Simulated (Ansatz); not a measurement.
Ansatz (a first-principles code) input (B3LYP-D3(BJ)/def2-TZVP):

Ansatz 0.2 input:
```yaml
crystal:
  periodic: [false, false, false]
  atoms:
    - {symbol: In, position_ang: [-0.00000000, -0.00000000, -0.31203525]}
    - {symbol: F, position_ang: [0.00000000, 0.00000000, 1.69885860]}
basis:
  gaussian:
    orbitals: def2-TZVP
hamiltonian:
  xc: b3lyp
  dispersion: d3bj
phonons: {temperatures: {t_min: 298.15, t_max: 298.15, t_step: 100}}
```

Output:

```
Functional definition: B3LYP
integrals: 0.02 GiB planned
621 factors; their error is unknown
mean field: 0.18 GiB planned
mean field evaluation 1: about -7891.8929 eV, gradient 4.8e1 eV
mean field evaluation 2: about -7786.9116 eV, gradient 2.3e2 eV
mean field evaluation 4: about -7895.5376 eV, gradient 5.2e0 eV
mean field evaluation 8: about -7895.6389 eV, gradient 1.5e-1 eV
mean field -7895.63891257 eV, -290.1593781808 hartree, gradient 7.2e-5 eV, S^2 0.000000; 0 other end points of the search recorded, 0 dependent functions left out
the calculation of the forces begins
reference -7895.63909926 eV, -290.1593850413 hartree; 15, 15 occupied and 66, 66 virtual orbitals, 621 factors
these checks for a lower state are left out or cut short: stability, starts, cluster_reference, orbital_swaps, neighbouring_geometries, increment
integrals: 0.02 GiB planned
621 factors; their error is unknown
mean field: 0.18 GiB planned
mean field evaluation 16: about -7895.5850 eV, gradient 1.7e-1 eV
mean field -7895.63891257 eV, -290.1593781808 hartree, gradient 9.3e-7 eV, S^2 0.000000; 0 other end points of the search recorded, 0 dependent functions left out
the calculation of the forces begins
reference -7895.63909926 eV, -290.1593850414 hartree; 15, 15 occupied and 66, 66 virtual orbitals, 621 factors
these checks for a lower state are left out or cut short: stability, starts, cluster_reference, orbital_swaps, neighbouring_geometries, increment
integrals: 0.02 GiB planned
621 factors; their error is unknown
mean field: 0.18 GiB planned
mean field -7895.63891257 eV, -290.1593781808 hartree, gradient 9.3e-7 eV, S^2 0.000000; 0 other end points of the search recorded, 0 dependent functions left out
the calculation of the forces begins
reference -7895.63909926 eV, -290.1593850414 hartree; 15, 15 occupied and 66, 66 virtual orbitals, 621 factors
these checks for a lower state are left out or cut short: stability, starts, cluster_reference, orbital_swaps, neighbouring_geometries, increment
integrals: 0.02 GiB planned
621 factors; their error is unknown
mean field: 0.18 GiB planned
mean field evaluation 32: about -7895.5850 eV, gradient 1.7e-1 eV
mean field -7895.63891257 eV, -290.1593781808 hartree, gradient 9.3e-7 eV, S^2 0.000000; 0 other end points of the search recorded, 0 dependent functions left out
the calculation of the forces begins
reference -7895.63909926 eV, -290.1593850414 hartree; 15, 15 occupied and 66, 66 virtual orbitals, 621 factors
these checks for a lower state are left out or cut short: stability, starts, cluster_reference, orbital_swaps, neighbouring_geometries, increment
integrals: 0.02 GiB planned
621 factors; their error is unknown
mean field: 0.18 GiB planned
mean field -7895.63891257 eV, -290.1593781808 hartree, gradient 9.3e-7 eV, S^2 0.000000; 0 other end points of the search recorded, 0 dependent functions left out
the calculation of the forces begins
reference -7895.63909926 eV, -290.1593850414 hartree; 15, 15 occupied and 66, 66 virtual orbitals, 621 factors
these checks for a lower state are left out or cut short: stability, starts, cluster_reference, orbital_swaps, neighbouring_geometries, increment
integrals: 0.02 GiB planned
621 factors; their error is unknown
mean field: 0.18 GiB planned
mean field -7895.63885949 eV, -290.1593762302 hartree, gradient 9.3e-7 eV, S^2 0.000000; 0 other end points of the search recorded, 0 dependent functions left out
the calculation of the forces begins
reference -7895.63904610 eV, -290.1593830879 hartree; 15, 15 occupied and 66, 66 virtual orbitals, 621 factors
these checks for a lower state are left out or cut short: stability, starts, cluster_reference, orbital_swaps, neighbouring_geometries, increment
integrals: 0.02 GiB planned
621 factors; their error is unknown
mean field: 0.18 GiB planned
mean field -7895.63886629 eV, -290.1593764801 hartree, gradient 9.2e-7 eV, S^2 0.000000; 0 other end points of the search recorded, 0 dependent functions left out
the calculation of the forces begins
reference -7895.63905306 eV, -290.1593833435 hartree; 15, 15 occupied and 66, 66 virtual orbitals, 621 factors
these checks for a lower state are left out or cut short: stability, starts, cluster_reference, orbital_swaps, neighbouring_geometries, increment
integrals: 0.02 GiB planned
621 factors; their error is unknown
mean field: 0.18 GiB planned
mean field evaluation 64: about -7895.5850 eV, gradient 1.7e-1 eV
mean field -7895.63891257 eV, -290.1593781808 hartree, gradient 9.3e-7 eV, S^2 0.000000; 0 other end points of the search recorded, 0 dependent functions left out
the calculation of the forces begins
reference -7895.63909926 eV, -290.1593850414 hartree; 15, 15 occupied and 66, 66 virtual orbitals, 621 factors
these checks for a lower state are left out or cut short: stability, starts, cluster_reference, orbital_swaps, neighbouring_geometries, increment
integrals: 0.02 GiB planned
621 factors; their error is unknown
mean field: 0.18 GiB planned
mean field -7895.63891257 eV, -290.1593781808 hartree, gradient 9.3e-7 eV, S^2 0.000000; 0 other end points of the search recorded, 0 dependent functions left out
the calculation of the forces begins
reference -7895.63909926 eV, -290.1593850414 hartree; 15, 15 occupied and 66, 66 virtual orbitals, 621 factors
these checks for a lower state are left out or cut short: stability, starts, cluster_reference, orbital_swaps, neighbouring_geometries, increment
integrals: 0.02 GiB planned
621 factors; their error is unknown
mean field: 0.18 GiB planned
mean field -7895.63891257 eV, -290.1593781808 hartree, gradient 9.3e-7 eV, S^2 0.000000; 0 other end points of the search recorded, 0 dependent functions left out
the calculation of the forces begins
reference -7895.63909926 eV, -290.1593850414 hartree; 15, 15 occupied and 66, 66 virtual orbitals, 621 factors
these checks for a lower state are left out or cut short: stability, starts, cluster_reference, orbital_swaps, neighbouring_geometries, increment
integrals: 0.02 GiB planned
621 factors; their error is unknown
mean field: 0.18 GiB planned
mean field -7895.63891257 eV, -290.1593781808 hartree, gradient 9.3e-7 eV, S^2 0.000000; 0 other end points of the search recorded, 0 dependent functions left out
the calculation of the forces begins
reference -7895.63909926 eV, -290.1593850414 hartree; 15, 15 occupied and 66, 66 virtual orbitals, 621 factors
these checks for a lower state are left out or cut short: stability, starts, cluster_reference, orbital_swaps, neighbouring_geometries, increment
integrals: 0.02 GiB planned
621 factors; their error is unknown
mean field: 0.18 GiB planned
mean field evaluation 96: about -7895.5849 eV, gradient 2.9e-1 eV
mean field -7895.63886629 eV, -290.1593764801 hartree, gradient 9.2e-7 eV, S^2 0.000000; 0 other end points of the search recorded, 0 dependent functions left out
the calculation of the forces begins
reference -7895.63905306 eV, -290.1593833435 hartree; 15, 15 occupied and 66, 66 virtual orbitals, 621 factors
these checks for a lower state are left out or cut short: stability, starts, cluster_reference, orbital_swaps, neighbouring_geometries, increment
integrals: 0.02 GiB planned
621 factors; their error is unknown
mean field: 0.18 GiB planned
mean field -7895.63885949 eV, -290.1593762302 hartree, gradient 9.3e-7 eV, S^2 0.000000; 0 other end points of the search recorded, 0 dependent functions left out
the calculation of the forces begins
reference -7895.63904610 eV, -290.1593830879 hartree; 15, 15 occupied and 66, 66 virtual orbitals, 621 factors
Total energy: -7895.66833666 eV, -290.1604594961 hartree
Atom 0 at    -0.000000    -0.000000    -0.312035 Å, force     0.000000    -0.000000    -0.000495 eV/Å
Atom 1 at     0.000000     0.000000     1.698859 Å, force    -0.000000     0.000000     0.000495 eV/Å
Dipole moment:    -0.000000    -0.000000    -0.701074 e Å
Vibrations: 515.02 cm⁻¹, zero-point energy 0.031927 eV
```
